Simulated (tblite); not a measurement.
Q: Give a GFN2-xTB geometry of `FC1([SiH](N[SiH3])N[SiH3])CC1`.

A: 
```
atom  x, y, z in Å
F1    -0.5950   -2.0059   -1.6952
C2    -1.1574   -1.3784   -0.5928
Si3    0.0382   -0.2330    0.3231
N4     1.6215   -0.7121   -0.1642
Si5    3.1404    0.0392    0.1858
N6    -0.4116    1.3906   -0.0678
Si7    0.2670    2.8513    0.5707
C8    -2.1778   -2.2031    0.1255
C9    -2.6123   -1.0611   -0.7395
H10   -0.1099   -0.3770    1.7724
H11    1.6553   -1.4321   -0.8686
H12    3.4908    1.0488   -0.8215
H13    4.1365   -1.0350    0.1719
H14    3.0022    0.6617    1.4997
H15   -0.9011    1.5027   -0.9421
H16   -0.6918    3.9019    0.2152
H17    1.5850    3.1568    0.0024
H18    0.3700    2.6667    2.0163
H19   -2.3586   -3.2035   -0.2382
H20   -2.2403   -2.1009    1.1971
H21   -2.9756   -0.1601   -0.2703
H22   -3.0861   -1.2982   -1.6808
```

Orientation and origin are arbitrary. Atoms count from 1 in this order. All 3 C–C bonds measure 1.496 to 1.497 Å. All internal angles of the 3-membered ring C2–C8–C9 are 60.0°. Si5 (SiH3 silicon) is tetrahedral (angles from 106.1° to 112.7°). N4 (nitrogen bridging silicon atoms) is almost planar (angles 128.9°, 115.3° and 115.0°, sum 359.1°, 0.08 Å off the plane of its three neighbours).

Bonds between heavy atoms (Å): F1–C2 1.387, C2–Si3 1.892, Si3–N4 1.724, N4–Si5 1.730, Si3–N6 1.730, N6–Si7 1.733, C2–C8 1.496, C8–C9 1.497, C2–C9 1.496.

Computed geometry: GFN2-xTB, gas phase.

Point group: C1 (no symmetry element, even within 0.4 Å). Its lowest GFN2-xTB frequency is 8 cm⁻¹, too small to tell a flat minimum from a shallow saddle. One conformer, not necessarily the lowest (F1–C2–Si3–N4 -19°, C2–Si3–N4–Si5 173°, C2–Si3–N6–Si7 176°). 3 starts were optimised and ended at 0.00, 0.87 and 1.27 kcal/mol (GFN2-xTB); the lowest of these is shown.
